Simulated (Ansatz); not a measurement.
Calculated with Ansatz (gas phase, PBE0-D4/def2-TZVP geometries, no zero-point term in ΔE). CCSD(T)/CBS adds triple-zeta CCSD(T) − MP2 to the extrapolated MP2 energy (def2 sets, frozen cores). This one scheme is used for every species. Each species was taken in one conformer, which may not be the lowest.

`[NH2][AlH][O][SiH2][SiH3]` + `OCF` → `FCO[SiH2][SiH3]` + `[NH2][AlH][OH]`  (ligand exchange at the Si–O bond)

`[NH2][AlH][O][SiH2][SiH3]`:

```xyz
13

N     1.690   -0.107    1.775
Al    0.010   -0.524    2.100
O    -1.137   -0.254    0.889
Si   -1.635    0.187   -0.596
Si    0.174    0.242   -2.093
H     2.037    0.306    0.924
H     2.444   -0.248    2.428
H    -0.431   -1.139    3.477
H    -2.267    1.536   -0.546
H    -2.661   -0.772   -1.095
H     1.247    1.135   -1.565
H     0.766   -1.114   -2.269
H    -0.238    0.754   -3.428
```

`OCF`:

Z-matrix (Å, degrees):
```
C
F 1 1.381
O 1 1.370 2 111.1
H 1 1.091 2 107.8 3 -117.4
H 1 1.096 2 106.3 3 123.2
H 3 0.962 1 109.3 2 70.7
```

`FCO[SiH2][SiH3]`:

Z-matrix (Å, degrees):
```
C
O 1 1.368
F 1 1.379 2 110.6
H 1 1.098 2 112.0 3 118.7
H 1 1.092 2 108.8 3 -118.0
Si 2 1.667 1 124.2 3 -60.4
Si 6 2.349 2 111.9 1 -39.4
H 6 1.486 2 110.7 1 83.3
H 6 1.484 2 104.8 1 -159.6
H 7 1.488 6 111.0 2 -56.1
H 7 1.488 6 108.1 2 -175.3
H 7 1.487 6 111.5 2 65.1
```

`[NH2][AlH][OH]`:

Z-matrix (Å, degrees):
```
N
Al 1 1.760
H 1 1.006 2 124.4
H 1 1.007 2 125.1 3 -180.0
O 2 1.698 1 116.8 3 -180.0
H 2 1.579 1 120.8 3 -0.1
H 5 0.955 2 123.2 1 180.0
```

```csv
species,MP2/def2-QZVPP energy (Eh)
`[NH2][AlH][O][SiH2][SiH3]`,-954.85821
`OCF`,-214.73403
`FCO[SiH2][SiH3]`,-795.25780
`[NH2][AlH][OH]`,-374.32319
```

Question: Work out ΔE.

Answer: ΔE = (-795.25780) + (-374.32319) − (-954.85821) − (-214.73403) = 0.01125 Eh = +29.5 kJ/mol. CCSD(T)/CBS gives +30.3 kJ/mol.

Largest T1 diagnostic among the species: 0.013.

In def2-TZVPP, CCSD(T) changes the Hartree–Fock value by −6.1 kJ/mol (the triples alone add −0.9 kJ/mol) and MP2 by −7.2 kJ/mol.
